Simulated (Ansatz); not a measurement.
`F[CH2][InH][F]` + HI → `[F][InH][CH2]I` + H–F  (substitution at a C–F bond)

Isolated molecules relaxed with PBE0-D4/def2-TZVP in Ansatz; ΔE leaves out vibrations. CCSD(T)/CBS adds triple-zeta CCSD(T) − MP2 to the extrapolated MP2 energy (def2 sets, frozen cores). This one scheme is used for every species. DFT in def2-TZVPP. B3LYP here is the variant with VWN-RPA as its local correlation; programs differ in this. def2 core potentials past Kr. For I, In outer-core shells are correlated without core-valence functions, which leaves a few kJ/mol of doubt a bond. Each species was taken in one conformer, which may not be the lowest.

`F[CH2][InH][F]`:

Z-matrix (Å, degrees):
```
C
In 1 2.161
F 1 1.385 2 112.2
H 1 1.093 2 109.5 3 -120.8
H 1 1.093 2 109.4 3 120.8
F 2 1.969 1 105.7 3 -179.3
H 2 1.700 1 142.6 3 0.7
```

HI:

Z-matrix (Å, degrees):
```
I
H 1 1.610
```

`[F][InH][CH2]I`:

Cartesian coordinates in Å:
```
F -0.866 -1.231 1.998
In -0.530 0.399 0.959
C 0.752 -0.120 -0.668
I -0.678 -0.360 -2.264
H -1.371 1.760 1.524
H 1.237 -1.084 -0.544
H 1.456 0.636 -1.004
```

H–F:

Z-matrix (Å, degrees):
```
F
H 1 0.920
```

Problem. Is it downhill or uphill in electronic energy at CCSD(T)/CBS, and by how much? (Estimate.)

Solution. Computed: Downhill: ΔE = -0.88 eV.

Problem. What do these levels give: LDA (SPW92), revPBE-D4, B3LYP-D4, PBE, r2SCAN, MP2/def2-SVP, HF/def2-TZVPP, MP2/def2-TZVPP, CCSD/def2-TZVPP, HF/def2-QZVPP, MP2/def2-QZVPP, CCSD/CBS(def2)? (An estimate is asked.)

Solution. Ansatz gave: LDA (SPW92) -0.57, revPBE-D4 -0.63, B3LYP-D4 -0.58, PBE -0.56, r2SCAN -0.61, MP2/def2-SVP -0.64, HF/def2-TZVPP -0.48, MP2/def2-TZVPP -0.94, CCSD/def2-TZVPP -0.70, HF/def2-QZVPP -0.49, MP2/def2-QZVPP -1.01, CCSD/CBS(def2) -0.83 eV.

Largest T1 diagnostic among the species: 0.015.

In def2-TZVPP, CCSD(T) changes the Hartree–Fock value by −0.28 eV (the triples alone add −0.05 eV) and MP2 by −0.46 eV. From r2SCAN to r2SCAN0 (25 % exact exchange), in def2-TZVPP and without D4, ΔE moves by −0.04 eV.
